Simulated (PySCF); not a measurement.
Fine-structure interval of I by level of theory

I [Kr] 4d10 5s2 5p5 [5p1/2^2 5p3/2^3, M_J = 3/2] → I [Kr] 4d10 5s2 5p5 [5p1/2^1 5p3/2^4, M_J = 1/2], as a difference of total energies. Computed with PySCF 2.14 in x2c-SVPall-2c with one added diffuse shell each of s, p type (7s9p4d, 54 functions), with the two-component X2C-1e Hamiltonian. Correlated levels: [Ar] 3d10 frozen; the 6 highest virtual spinors dropped. "Screened" scales the spin-orbit matrix elements by Boettger's factors to mimic the two-electron term; Breit and QED terms are absent.

```tsv
method	fine-structure interval (cm⁻¹)	error (cm⁻¹)
GHF (screened spin-orbit)	7386.9	-216
GMP2 (screened spin-orbit)	7655.2	+52
GHF (bare spin-orbit)	7692.3	+89
```

Reference: 7603.1 cm⁻¹ (measured; NIST Handbook of Basic Atomic Spectroscopic Data (Sansonetti and Martin, J. Phys. Chem. Ref. Data 34, 1559 (2005))).

Errors of the correlated levels include the incompleteness of this basis and the frozen core.
